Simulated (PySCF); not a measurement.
H₁₈N₆Ni (SMILES [NH3]->[Ni+2](<-[NH3])(<-[NH3])(<-[NH3])(<-[NH3])<-[NH3]), charge +2, triplet (typed; the unrestricted solution is spin-contaminated), geometry from GFN2-xTB (such geometries of metal compounds can be far from the true shape); B3LYP/STO-3G in PySCF.

The PySCF input:
```python
from pyscf import gto, scf, dft

mol = gto.Mole()
mol.atom = '''
    Ni    0.000077   -0.000002   -0.000025
    N    -1.805832   -1.140822    0.466112
    H    -2.532663   -0.573496    0.898391
    H    -1.605052   -1.896496    1.119199
    H    -2.223772   -1.570239   -0.357424
    N    -0.534824   -0.024796   -2.120027
    H    -1.510557    0.234203   -2.256632
    H    -0.414587   -0.942934   -2.544098
    H     0.015509    0.626404   -2.676778
    N     0.412279    0.055745    2.146534
    H     0.729143   -0.839927    2.513227
    H    -0.422506    0.303294    2.675486
    H     1.126491    0.739181    2.391947
    N     1.871364    1.065205   -0.380143
    H     1.826711    2.045840   -0.108635
    H     2.147895    1.047656   -1.360042
    H     2.641919    0.652361    0.143050
    N     1.108031   -1.865993   -0.266390
    H     1.717650   -2.082719    0.520038
    H     1.706000   -1.823297   -1.090161
    H     0.497093   -2.671386   -0.390909
    N    -1.051275    1.910677    0.154001
    H    -0.792350    2.534827   -0.608451
    H    -0.843391    2.405607    1.019553
    H    -2.063890    1.811059    0.112335
'''
mol.basis = 'sto-3g'
mol.charge = 2
mol.spin = 2
mol.verbose = 4
mol.build()

mf = dft.UKS(mol)
mf.xc = 'b3lyp'
mf.kernel()
```

It wrote (shortened):

```
PySCF version 2.14.0

[INPUT] verbose = 4
[INPUT] num. atoms = 25
[INPUT] num. electrons = 86
[INPUT] charge = 2
[INPUT] spin (= nelec alpha-beta = 2S) = 2
[INPUT] symmetry False subgroup None
[INPUT] Mole.unit = angstrom
[INPUT] Symbol           X                Y                Z      unit          X                Y                Z       unit  Magmom
[...]
nuclear repulsion = 681.4079868235
number of shells = 44
number of NR pGTOs = 198
number of NR cGTOs = 66
basis = sto-3g
ecp = {}

******** <class 'pyscf.dft.uks.UKS'> ********
method = UKS
initial guess = minao
damping factor = 0
level_shift factor = 0
DIIS = <class 'pyscf.scf.diis.CDIIS'>
diis_start_cycle = 1
diis_space = 8
diis_damp = 0
SCF conv_tol = 1e-09
SCF conv_tol_grad = None
SCF max_cycles = 50
direct_scf = True
direct_scf_tol = 1e-13
number electrons alpha = 44  beta = 42
XC library pyscf.dft.libxc version 7.1.2
    S. Lehtola, C. Steigemann, M. J. T. Oliveira, and M. A. L. Marques,  SoftwareX 7, 1–5 (2018)
XC functionals = b3lyp
    P. J. Stephens, F. J. Devlin, C. F. Chabalowski, and M. J. Frisch,  J. Phys. Chem. 98, 11623 (1994)
radial grids:
    Treutler-Ahlrichs [JCP 102, 346 (1995); DOI:10.1063/1.469408] (M4) radial grids

becke partition: Becke, JCP 88, 2547 (1988); DOI:10.1063/1.454033
pruning grids: <function nwchem_prune>
grids dens level: 3
symmetrized grids: False
atomic radii adjust function: <function treutler_atomic_radii_adjust>
small_rho_cutoff = 0
Set gradient conv threshold to 3.16228e-05
tot grids = 280600
init E= -1823.0914764781

cycle= 1 E= -1805.29003454683  delta_E= 17.8  |g|= 3.36  |ddm|= 8.69
cycle= 2 E= -1814.8796954299  delta_E= -9.59  |g|= 1.81  |ddm|= 9.33

cycle= 3 E= -1795.58110313752  delta_E= 19.3  |g|= 3.29  |ddm|= 10.4
cycle= 4 E= -1802.83126940451  delta_E= -7.25  |g|= 3.16  |ddm|= 10.7

cycle= 5 E= -1825.12707010189  delta_E= -22.3  |g|= 0.744  |ddm|= 8.49
cycle= 6 E= -1823.80836647112  delta_E= 1.32  |g|= 1.11  |ddm|= 3.88
cycle= 7 E= -1824.01743691253  delta_E= -0.209  |g|= 0.923  |ddm|= 0.985
cycle= 8 E= -1824.17304881967  delta_E= -0.156  |g|= 0.863  |ddm|= 0.577
cycle= 9 E= -1824.21027150485  delta_E= -0.0372  |g|= 0.871  |ddm|= 0.186
cycle= 10 E= -1824.21502818025  delta_E= -0.00476  |g|= 0.87  |ddm|= 0.217
cycle= 11 E= -1825.40292615557  delta_E= -1.19  |g|= 0.562  |ddm|= 5.72
cycle= 12 E= -1825.55386899716  delta_E= -0.151  |g|= 0.341  |ddm|= 0.532
cycle= 13 E= -1825.61170009563  delta_E= -0.0578  |g|= 0.421  |ddm|= 4.03
[...]
cycle= 22 E= -1825.91312778786  delta_E= -0.0023  |g|= 0.013  |ddm|= 0.125
cycle= 23 E= -1825.91774244842  delta_E= -0.00461  |g|= 0.00537  |ddm|= 0.432
cycle= 24 E= -1825.91778211133  delta_E= -3.97e-05  |g|= 0.00348  |ddm|= 0.0288
cycle= 25 E= -1825.91774289472  delta_E= 3.92e-05  |g|= 0.00306  |ddm|= 0.0708
cycle= 26 E= -1825.91784510194  delta_E= -0.000102  |g|= 0.00222  |ddm|= 0.0338
cycle= 27 E= -1825.91791000826  delta_E= -6.49e-05  |g|= 0.00207  |ddm|= 0.0246
cycle= 28 E= -1825.91799678438  delta_E= -8.68e-05  |g|= 0.00198  |ddm|= 0.0361
cycle= 29 E= -1825.91828607472  delta_E= -0.000289  |g|= 0.00145  |ddm|= 0.137
cycle= 30 E= -1825.91839109335  delta_E= -0.000105  |g|= 0.00105  |ddm|= 0.0857
cycle= 31 E= -1825.9184147094  delta_E= -2.36e-05  |g|= 0.000768  |ddm|= 0.0254
cycle= 32 E= -1825.9184402796  delta_E= -2.56e-05  |g|= 0.000544  |ddm|= 0.0425
cycle= 33 E= -1825.91844821898  delta_E= -7.94e-06  |g|= 0.00035  |ddm|= 0.0272
cycle= 34 E= -1825.91845052869  delta_E= -2.31e-06  |g|= 0.000185  |ddm|= 0.0158
cycle= 35 E= -1825.91845067883  delta_E= -1.5e-07  |g|= 0.000132  |ddm|= 0.00176
cycle= 36 E= -1825.91845080362  delta_E= -1.25e-07  |g|= 0.000113  |ddm|= 0.00196
cycle= 37 E= -1825.91845088407  delta_E= -8.05e-08  |g|= 0.000112  |ddm|= 0.000517
cycle= 38 E= -1825.9184510147  delta_E= -1.31e-07  |g|= 0.00011  |ddm|= 0.000847
cycle= 39 E= -1825.91845151502  delta_E= -5e-07  |g|= 0.000107  |ddm|= 0.00334
cycle= 40 E= -1825.91845204837  delta_E= -5.33e-07  |g|= 0.000103  |ddm|= 0.00374
cycle= 41 E= -1825.91845247394  delta_E= -4.26e-07  |g|= 0.000101  |ddm|= 0.00309
cycle= 42 E= -1825.91845270288  delta_E= -2.29e-07  |g|= 0.000101  |ddm|= 0.00166
cycle= 43 E= -1825.9184527683  delta_E= -6.54e-08  |g|= 0.000101  |ddm|= 0.000463
cycle= 44 E= -1825.91845272732  delta_E= 4.1e-08  |g|= 0.000101  |ddm|= 0.000304
cycle= 45 E= -1825.91845268912  delta_E= 3.82e-08  |g|= 0.000101  |ddm|= 0.000309
cycle= 46 E= -1825.91845259027  delta_E= 9.88e-08  |g|= 0.000101  |ddm|= 0.000808
cycle= 47 E= -1825.918452536  delta_E= 5.43e-08  |g|= 0.000101  |ddm|= 0.00057
cycle= 48 E= -1825.91845243974  delta_E= 9.63e-08  |g|= 0.000101  |ddm|= 0.000754
cycle= 49 E= -1825.91845238546  delta_E= 5.43e-08  |g|= 0.000101  |ddm|= 0.000394
cycle= 50 E= -1825.91845241383  delta_E= -2.84e-08  |g|= 0.000101  |ddm|= 0.000206
SCF not converged.
SCF energy = -1825.91845241383 after 50 cycles  <S^2> = 3.0011175  2S+1 = 3.6061711
```

The run did not converge; its last values are not results.
